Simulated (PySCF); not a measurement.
**Relaxation of quartet H₂TcO**

These are results of UPBE0/[Tc def2-TZVP with ECP28, O def2-TZVP, H def2-TZVP], scalar-relativistic core potentials, density fitting, no spin–orbit coupling, PySCF, not measurements. A (50,194) grid was used.

A start displaced from a saddle point along its imaginary mode, of Cs symmetry, held to at least that symmetry:

Coordinates in bohr (charge 0 multiplicity 4):
```
Tc    0.0000   -0.0067   -0.4064
O     0.0000    0.0130    2.7447
H     2.8297    0.2268   -1.8389
H    -2.8297    0.2268   -1.8389
```

Optimiser trace:
| step | E − E(last) (kJ/mol) | largest gradient (Eh/bohr) |
| --- | --- | --- |
| 0 | 9.39 | 0.00284 |
| 1 | 5.74 | 0.02300 |
| 2 | 4.01 | 0.00449 |
| 3 | 1.54 | 0.00877 |
| 4 | 0.45 | 0.00371 |
| 5 | 0.09 | 0.00367 |
| 6 | 0.03 | 0.00152 |
| 7 | 0.00 | 0.00021 |
| 8 | 0.00 | 0.00003 |

It ends at Cs with Tc–H 1.655 Å (×2), Tc–O 1.667 Å; H–Tc–H 110.0°, H–Tc–O 112.3° (×2). A frequency run shows a minimum.

Final geometry:
Z-matrix (Å, degrees; charge 0 multiplicity 4):
```
Tc
O  1 1.6669
H  1 1.6555 2 112.34
H  1 1.6555 2 112.34 3 -124.71
```

With open d or f shells other occupations or spin states may lie lower.

The relaxation took roughly 40 core-seconds on a shared host.
